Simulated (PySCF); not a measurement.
## C₆ coefficients of unlike pairs at PW91

Calculated with PySCF 2.14 from the dipole response of each species, C₆(A,B) = (3/π) ∫ α_A(iu) α_B(iu) du, in atomic units, from isotropic polarisabilities. For ions this is the dispersion term alone; charge-induced terms of lower order in 1/R come first.

```json
{"species": "Cl³⁺", "configuration": "[Ne] 3s2 3p2 (3P)", "basis": "aug-cc-pwCVDZ (6s5p3d)", "relativity": "none", "α (bohr³)": "4.328", "C₆ (like pair)": "11.69"}
{"species": "Dy²⁺", "configuration": "[Xe] 4f10 (5I)", "basis": "x2c-TZVPPall with one added diffuse shell each of s, p, d, f type (12s8p8d5f2g)", "relativity": "spin-free X2C", "α (bohr³)": "8.777", "C₆ (like pair)": "43.16"}
{"species": "C³⁺", "configuration": "[He] 2s1 (2S)", "basis": "dyall-av3z (15s9p3d2f)", "relativity": "none", "α (bohr³)": "3.135", "C₆ (like pair)": "2.480"}
{"species": "N⁺", "configuration": "[He] 2s2 2p2 (3P)", "basis": "aug-cc-pVQZ with one added diffuse shell each of s, p, d, f, g type (7s6p5d4f3g)", "relativity": "none", "α (bohr³)": "3.922", "C₆ (like pair)": "8.478"}
```

Problem. Estimate C₆ for N⁺ with Cl³⁺.

Solution. The integral gives 9.944. The combination rule 2 C_A C_B / (C_A α_B/α_A + C_B α_A/α_B) gives 9.936 and the geometric mean 9.955.

No spin-orbit coupling is included.

The other pairs:

```json
{"pair": "C³⁺, Cl³⁺", "C₆": "4.958"}
{"pair": "N⁺, Dy²⁺", "C₆": "18.77"}
{"pair": "Dy²⁺, Cl³⁺", "C₆": "22.07"}
{"pair": "N⁺, C³⁺", "C₆": "4.285"}
{"pair": "C³⁺, Dy²⁺", "C₆": "9.112"}
```
